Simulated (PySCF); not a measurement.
# Property card for `C(CN(C)[SiH3])(F)(F)F`

Species: C3H8F3NSi.
SMILES with atom numbers: `[CH3:1][N:2]([SiH3:3])[CH2:4][C:5]([F:6])([F:7])[F:8]` (hydrogens: H9, H10, H11 on C1; H12, H13, H14 on Si3; H15, H16 on C4)

Some functional groups and rings: CF3 group, C–F bond and Si–H bond.

PBE0-D3(BJ)/def2-SVP geometry optimisation, gas phase (PySCF):

```yaml
Point_group: C1
Rotational_constants_A_B_C: 2.755, 1.126, 0.969 GHz
```

CAM-B3LYP/def2-SVPD ground state, ΔSCF and vertical TDDFT (core frozen in the response) (PySCF):

```yaml
Dipole_moment: 2.07 D
HOMO_energy: -8.31 eV
LUMO_energy: 1.00 eV
HOMO–LUMO_gap: 9.31 eV
Lowest_singlet_excitation: 6.16 eV (201 nm, f = 0.004)
Strongest_line_among_the_10_lowest_singlet_transitions: S2 at 6.85 eV (181 nm, f = 0.045)
Lowest_triplet_excitation_Tamm–Dancoff: 5.94 eV
Static_isotropic_polarisability: 74.4 au
Vertical_ionisation_energy: 8.97 eV
Electronic_spatial_extent_⟨r²⟩_about_the_centre_of_nuclear_charge: 1239 bohr²
```

KT3/pcSseg-1 ground state and GIAO shieldings, non-relativistic (PySCF):

```yaml
13C_chemical_shifts_computed_TMS_as_zero_by_class: 128.8 (C5), 57.6 (C4), 40.9 (C1) ppm
1H_chemical_shifts_computed_TMS_as_zero_by_class: 4.58 (H12/H13/H14), 3.01 (H15/H16), 2.71 (H9/H10/H11) ppm
Isotropic_shieldings_of_nuclei_other_than_C_and_H_by_class: 245 (N2), 255 (F6/F7/F8), 408 (Si3) ppm
```

Monoisotopic mass (most abundant isotopes): 143.0378 u.

The largest Löwdin shares of the HOMO are 0.52 on N2, 0.09 on C1, 0.08 on Si3 and 0.07 on C4. No computed singlet falls in the visible range (750 to 380 nm, 1.65 to 3.26 eV); S1 lies 2.90 eV above its blue end. The vertical singlet–triplet gap S1 − T1 is 0.22 eV (TDDFT singlet less Tamm–Dancoff triplet; S1: HOMO→LUMO, weight 0.74; T1: HOMO→LUMO, weight 0.56, beside HOMO→LUMO+1, weight 0.34). The ΔSCF ionisation energy exceeds −ε(HOMO) by 0.66 eV with CAM-B3LYP.

 NMR classes are plain means over equivalent atoms (diastereotopic ones count apart unless rotation or inversion swaps them), as if these changed places fast; in this geometry the members of some classes differ.

For the TDDFT job (CAM-B3LYP/def2-SVPD), hardware: Arm Neoverse V2, one thread, shared host with 192 logical CPUs at a one-minute load of 39. Cost: 98 s of wall time, 1.3 GiB resident at most.

Shape of the structure used: `[CH3:1][N:2]([SiH3:3])[CH2:4][C:5]([F:6])([F:7])[F:8]`: C1–N2–C4–C5 -81°, N2–C4–C5–F6 62°.

One conformer stands for the species.
